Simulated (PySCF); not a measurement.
ClH4NSi, SMILES N[SiH2]Cl.

The structure is a stationary point at ωB97X-D3(BJ)/def2-TZVP. One conformer was computed; it need not be the lowest.

Level of theory: PySCF 2.14.0 with ωB97X-D3(BJ)/def2-TZVP.

Frequencies are harmonic and unscaled.

| mode | ν (cm⁻¹) | IR (km/mol) | moving atoms (share of kinetic energy) |
|---|---|---|---|
| 1 | 233 | 14.3 | H 96 % |
| 2 | 234 | 16.0 | N 31 %, H 25 %, Cl 23 %, Si 21 % |
| 3 | 426 | 167.3 | H 65 %, N 30 % |
| 4 | 536 | 156.2 | Si 50 %, Cl 42 % |
| 5 | 545 | 24.5 | H 87 %, Si 11 % |
| 6 | 770 | 4.6 | H 96 % |
| 7 | 881 | 21.9 | N 47 %, H 33 %, Si 19 % |
| 8 | 917 | 268.1 | H 85 %, Si 13 % |
| 9 | 918 | 52.3 | H 78 %, N 16 % |
| 10 | 957 | 124.1 | H 82 %, Si 13 % |
| 11 | 1597 | 59.5 | H 90 %, N 10 % |
| 12 | 2288 | 80.5 | H 98 % |
| 13 | 2295 | 122.3 | H 95 % |
| 14 | 3614 | 35.9 | H 96 % |
| 15 | 3702 | 37.5 | H 91 %, N 9 % |
